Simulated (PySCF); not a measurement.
2-thiophenecarboxaldehyde, C₅H₄OS.
Bonds: O1–C2 (double), C2–C3, C3–C4 (aromatic), C4–C5 (aromatic), C5–C6 (aromatic), C6–S7 (aromatic), C3–S7 (aromatic). Hydrogens: H8 on C2; H9 on C4; H10 on C5; H11 on C6.

Computed by this run: PySCF, PBE0-D3(BJ)/def2-SVP geometry optimisation, gas phase; density fitting, grid level 2; the optimiser is geomeTRIC in internal coordinates, started from a GFN2-xTB structure.

Step 0: E = -18111.2676 eV
```
atom  x, y, z in Å  |  force x, y, z in eV/Å
O1      1.6167   -2.3817   -0.6165    0.126   0.028   0.006
C2      0.4658   -2.0330   -0.5162    0.186  -0.269  -0.067
C3      0.0348   -0.6950   -0.1771   -0.314   0.351   0.089
C4      0.8174    0.4048    0.0903   -0.132  -0.173  -0.042
C5      0.0649    1.5505    0.3849    0.081  -0.039  -0.009
C6     -1.2790    1.3164    0.3402   -0.260  -0.472  -0.117
S7     -1.6533   -0.3021   -0.0615    0.233   0.033   0.008
H8     -0.3709   -2.7399   -0.6823   -0.235  -0.357  -0.089
H9      1.8914    0.3645    0.0694    0.588  -0.095  -0.030
H10     0.4938    2.5078    0.6204    0.199   0.538   0.133
H11    -2.0763    2.0103    0.5224   -0.474   0.456   0.118
```

**Question.** Estimate the geometry and energy of step 1. (The exact step hangs on the optimiser's Hessian estimate; all steps are aligned on step 0, rigid shifts and turns removed.)

**Answer.** E = -18111.3024 eV, largest force 0.087 eV/Å
```
atom  x, y, z in Å  |  force x, y, z in eV/Å
O1      1.6264   -2.3671   -0.6102   -0.001  -0.009  -0.002
C2      0.4662   -2.0473   -0.5195   -0.020  -0.011  -0.001
C3      0.0226   -0.6953   -0.1771   -0.015  -0.023  -0.006
C4      0.8182    0.4005    0.0888    0.087  -0.003  -0.002
C5      0.0656    1.5576    0.3866    0.022   0.076   0.019
C6     -1.2903    1.3248    0.3426   -0.058   0.056   0.015
S7     -1.6548   -0.2937   -0.0588   -0.019  -0.015  -0.004
H8     -0.3585   -2.7856   -0.6963    0.031   0.015   0.003
H9      1.9079    0.3400    0.0619   -0.045  -0.010  -0.002
H10     0.4974    2.5314    0.6260   -0.016  -0.034  -0.009
H11    -2.0951    2.0374    0.5300    0.032  -0.041  -0.011
```

The energy changes by -0.0349 eV. The first-order estimate −F·Δx gives -0.0720 eV and the mean of the old and new forces, exact on a quadratic surface, -0.0352 eV. The step makes an angle of 51° with the force vector and moves no atom by more than 0.049 Å.

What follows is the cost of the whole optimisation. Hardware: Arm Neoverse V1, one thread, shared host. Cost: 29 s of wall time, 0.65 GiB resident at most.
